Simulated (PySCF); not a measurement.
Species: C5H7BO2.
Geometry (PBE0-D3(BJ)/def2-SVP, Å), atoms numbered from 1 in this order:
```xyz
15
C5H7BO2 angstrom
C     -3.2232    0.7119    0.2672
C     -2.0805    0.3512    0.0698
C     -0.7460   -0.1137   -0.1690
C     -0.6305   -1.5735   -0.5030
C      0.2912    0.7563   -0.0873
B      1.8144    0.4843   -0.3063
O      2.3150   -0.7706   -0.4854
O      2.7139    1.5158   -0.3199
H     -4.2321    1.0343    0.4464
H     -1.2011   -1.7920   -1.4199
H      0.4136   -1.8730   -0.6419
H     -1.0825   -2.1784    0.2988
H      0.0055    1.7872    0.1606
H      3.2703   -0.7412   -0.6124
H      2.3035    2.3769   -0.2029
```

The closed-shell ground state was solved at several levels (PySCF, density fitting, gas phase, non-relativistic).

| level | basis functions | total energy (Eh) | HOMO (eV) | LUMO (eV) | gap (eV) | dipole (D) |
| --- | --- | --- | --- | --- | --- | --- |
| B3LYP/def2-SVPD | 222 | -369.8403 | -6.87 | -1.66 | 5.21 | 0.85 |
| B3LYP/pcJ-1 | 286 | -370.1063 | -6.80 | -1.55 | 5.25 | 0.98 |

Question: Estimate the row for PBE0/pcSseg-1, a basis of 171 functions; the other rows only guide the guess.

Answer: Total energy -369.6060 Eh, HOMO -7.04 eV, LUMO -1.40 eV, gap 5.64 eV, dipole 0.91 D.

Question: Over all these levels, which gives the widest orbital gap and which the narrowest?

Answer: PBE0/pcSseg-1 (global hybrid, 25 % exact exchange) has the widest, 5.64 eV, and B3LYP/def2-SVPD (global hybrid, 20 % exact exchange) the narrowest, 5.21 eV. Functional and basis both differ between the two, so the spread mixes both effects.

Question: How far do the dipole and the HOMO energy spread over the levels?

Answer: The dipole runs from 0.85 to 0.98 D (mean 0.91 D) and the HOMO from -7.04 to -6.80 eV.

One conformer stands for the species.
